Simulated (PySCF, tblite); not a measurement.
Isomers of C5H14NP, one GFN2-xTB conformer each. Single-point energies are computed at PBE0/pcSseg-1 (PySCF, gas phase, no added dispersion term), electronic only.

Task: Rank them by PBE0/pcSseg-1 energy, lowest first (kcal/mol).
A. `[CH2:1]=[P:2]([CH3:3])([CH3:4])[N:5]([CH3:6])[CH3:7]` with C1–P2–N5–C6 -21°
B. `[CH3:1][NH:2][P:3]([CH3:4])[CH:5]([CH3:6])[CH3:7]` with C1–N2–P3–C4 -170°, N2–P3–C5–C6 53°
C. `[CH3:1][CH2:2][PH:3][CH2:4][N:5]([CH3:6])[CH3:7]` with C1–C2–P3–C4 -163°, C2–P3–C4–N5 -174°, P3–C4–N5–C6 65°

Result: B (0.0), C (15.1), A (33.5).

As drawn, the lowest has an N–H bond, which the highest lacks. GFN2-xTB itself gives, in the same order: 0.0, 10.1, 34.5. Both levels put the same isomer lowest; measured from each level's own lowest isomer, the values differ by up to 5.0 kcal/mol (CCPCN(C)C: 10.1 against 15.1).

Task: Which frontier levels, dipoles and rotational constants go with these structures?

Result: 
| SMILES | HOMO (eV, PBE0/pcSseg-1) | LUMO (eV) | dipole (D) | A, B, C (MHz) |
| --- | --- | --- | --- | --- |
| CNP(C)C(C)C | -5.64 | 1.04 | 0.86 | 2715, 1548, 1340 |
| CCPCN(C)C | -5.82 | 0.79 | 0.74 | 5231, 946.0, 913.4 |
| C=P(C)(C)N(C)C | -5.13 | 1.01 | 3.35 | 2530, 1898, 1543 |

Task: What happens when harmonic zero-point energies from GFN2-xTB frequencies are added?

Result: 
```tsv
SMILES	ZPE (kcal/mol)	electronic (kcal/mol)	with ZPE (kcal/mol)
CNP(C)C(C)C	115.2	0.0	0.0
CCPCN(C)C	114.5	15.1	14.3
C=P(C)(C)N(C)C	111.7	33.5	30.0
```

The zero-point energies span 3.5 kcal/mol. The order is unchanged.
